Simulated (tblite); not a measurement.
Compound: C5H7BO2Si.
Bonds: O1–B2, B2–O3, B2–C4, C4–C5 (triple), C5–C6, C6–C7 (double), C7–C8, C8–Si9, C6–Si9. Hydrogens: H10 on O1; H11 on O3; H12 on C7; H13, H14 on C8; H15, H16 on Si9.

Computed with GFN2-xTB (tblite), gas phase: L-BFGS steps from a force-field or distance-geometry start until the largest atomic force falls under 0.01 eV/Å.

Step 14: E = -689.3902 eV
```
atom  x, y, z in Å  |  force x, y, z in eV/Å
O1      3.7192   -0.1294    1.7490   -0.023  -0.101  -0.007
B2      3.1551   -0.3350    0.5362    0.060   0.191  -0.064
O3      3.9916   -0.5811   -0.5184    0.025  -0.061  -0.135
C4      1.6476   -0.1695    0.3549    0.043   0.108   0.058
C5      0.4973    0.1699    0.1691   -0.106   0.025  -0.034
C6     -0.8564    0.4220   -0.0504   -0.066  -0.052   0.001
C7     -1.5676    1.5668   -0.0677    0.060  -0.099  -0.045
C8     -2.9920    1.1530   -0.3359    0.083   0.074   0.028
Si9    -2.3784   -0.6723   -0.4237    0.107  -0.019   0.039
H10     4.6761   -0.1967    1.7400   -0.094  -0.018  -0.020
H11     3.5952   -0.6628   -1.3863   -0.005  -0.016   0.171
H12    -1.2233    2.5835    0.0633   -0.009  -0.066   0.027
H13    -3.6603    1.4099    0.4875   -0.013  -0.015  -0.034
H14    -3.4063    1.6021   -1.2392   -0.004  -0.025   0.003
H15    -2.3880   -1.3191   -1.7406   -0.043   0.047   0.087
H16    -2.8175   -1.5650    0.6508   -0.014   0.027  -0.074
```

Step 15: E = -689.3947 eV
```
atom  x, y, z in Å  |  force x, y, z in eV/Å
O1      3.7182   -0.1323    1.7460   -0.030  -0.057   0.040
B2      3.1553   -0.3236    0.5310    0.130   0.103  -0.005
O3      3.9942   -0.5747   -0.5204    0.018  -0.048  -0.072
C4      1.6483   -0.1649    0.3568    0.081   0.110   0.028
C5      0.4978    0.1699    0.1685   -0.097   0.027  -0.029
C6     -0.8545    0.4191   -0.0495   -0.089  -0.065  -0.010
C7     -1.5643    1.5629   -0.0690   -0.039   0.000  -0.023
C8     -2.9905    1.1569   -0.3348    0.048  -0.047   0.000
Si9    -2.3743   -0.6721   -0.4222    0.007  -0.016   0.025
H10     4.6746   -0.2025    1.7436   -0.087  -0.019  -0.037
H11     3.5923   -0.6703   -1.3819   -0.023  -0.011   0.057
H12    -1.2250    2.5789    0.0633    0.047  -0.005   0.033
H13    -3.6637    1.4116    0.4872    0.046  -0.012  -0.055
H14    -3.4070    1.6031   -1.2400    0.031  -0.031   0.035
H15    -2.3902   -1.3191   -1.7383   -0.034   0.045   0.076
H16    -2.8186   -1.5664    0.6484   -0.009   0.026  -0.063
```

Step 16: E = -689.3974 eV
```
atom  x, y, z in Å  |  force x, y, z in eV/Å
O1      3.7179   -0.1345    1.7457   -0.045  -0.029   0.042
B2      3.1582   -0.3133    0.5277    0.102   0.049   0.017
O3      3.9969   -0.5667   -0.5233   -0.006  -0.054  -0.061
C4      1.6495   -0.1584    0.3566    0.055   0.129   0.004
C5      0.4966    0.1692    0.1676   -0.014   0.010  -0.012
C6     -0.8558    0.4162   -0.0488   -0.046  -0.045  -0.006
C7     -1.5631    1.5611   -0.0695   -0.060   0.029  -0.008
C8     -2.9891    1.1584   -0.3342    0.010  -0.099  -0.018
Si9    -2.3733   -0.6723   -0.4209   -0.046  -0.009   0.013
H10     4.6734   -0.2092    1.7474   -0.058  -0.016  -0.040
H11     3.5886   -0.6794   -1.3795   -0.012   0.008   0.037
H12    -1.2248    2.5768    0.0637    0.068   0.011   0.033
H13    -3.6645    1.4125    0.4863    0.059  -0.006  -0.051
H14    -3.4059    1.6030   -1.2402    0.037  -0.029   0.037
H15    -2.3926   -1.3190   -1.7357   -0.030   0.036   0.050
H16    -2.8197   -1.5681    0.6457   -0.014   0.015  -0.038
```

Problem. Estimate the geometry and energy of step 17. (The exact step hangs on the optimiser's Hessian estimate; all steps are aligned on step 16, rigid shifts and turns removed.)

Solution. E = -689.4001 eV, largest force 0.145 eV/Å
```
atom  x, y, z in Å  |  force x, y, z in eV/Å
O1      3.7167   -0.1380    1.7466   -0.038   0.003   0.029
B2      3.1624   -0.3020    0.5249    0.020  -0.008   0.014
O3      3.9991   -0.5608   -0.5271    0.012  -0.039   0.044
C4      1.6515   -0.1476    0.3555    0.031   0.141  -0.018
C5      0.4945    0.1678    0.1663    0.074   0.002   0.008
C6     -0.8586    0.4129   -0.0481    0.027  -0.007   0.002
C7     -1.5624    1.5602   -0.0700   -0.041   0.027   0.010
C8     -2.9871    1.1584   -0.3342   -0.029  -0.112  -0.029
Si9    -2.3737   -0.6728   -0.4193   -0.075   0.001   0.002
H10     4.6714   -0.2155    1.7502   -0.028  -0.019  -0.030
H11     3.5847   -0.6877   -1.3762   -0.038   0.016  -0.054
H12    -1.2229    2.5754    0.0653    0.069   0.000   0.026
H13    -3.6632    1.4122    0.4848    0.044   0.006  -0.030
H14    -3.4034    1.6014   -1.2405    0.027  -0.018   0.020
H15    -2.3956   -1.3178   -1.7320   -0.027   0.016   0.004
H16    -2.8213   -1.5696    0.6425   -0.028  -0.010   0.002
```

The energy changes by -0.0027 eV. The first-order estimate −F·Δx gives -0.0039 eV and the mean of the old and new forces, exact on a quadratic surface, -0.0027 eV. The step makes an angle of 58° with the force vector and moves no atom by more than 0.012 Å.

The cost below is that of the whole relaxation. On Arm Neoverse V2, one thread, shared host with 32 logical CPUs at a one-minute load of 22, this took 0.36 s of wall time.
